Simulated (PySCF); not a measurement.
Computed shifts of a molecule C₃H₉ClOSi, PBE/pcSseg-1 run with PySCF, GIAO, gas phase, atoms alike by connectivity averaged where their shifts nearly agree, in ppm (number of nuclei): ¹³C: 19.8 (1), 11.3 (1), 1.3 (1). ²⁹Si: 34.9 (1). ¹H: 1.89 (1), 1.28 (3), 1.04 (1), 0.89 (1), 0.68 (3). References: ¹³C against TMS (σ = 182.0 ppm); ²⁹Si against TMS (σ = 335.4 ppm); ¹⁷O against H2O (σ = 334.3 ppm); ³⁵Cl against HCl (σ = 936.5 ppm); ¹H against TMS (σ = 31.49 ppm), references at their B3LYP-D3(BJ)/def2-TZVP geometries, non-relativistic (without spin–orbit terms, shifts of atoms bonded to Cl or Br come out too high). Geometry: B3LYP-D3(BJ)/def2-SVP. Other conformers were not sampled.

Q: Which structure fits?
A. CC(C)[Si@@H](O)Cl
B. C[C@H](Cl)C[SiH2]O
C. CC[Si@](C)(O)Cl
D. CC[Si@@H](Cl)CO

A: C, CC[Si@](C)(O)Cl
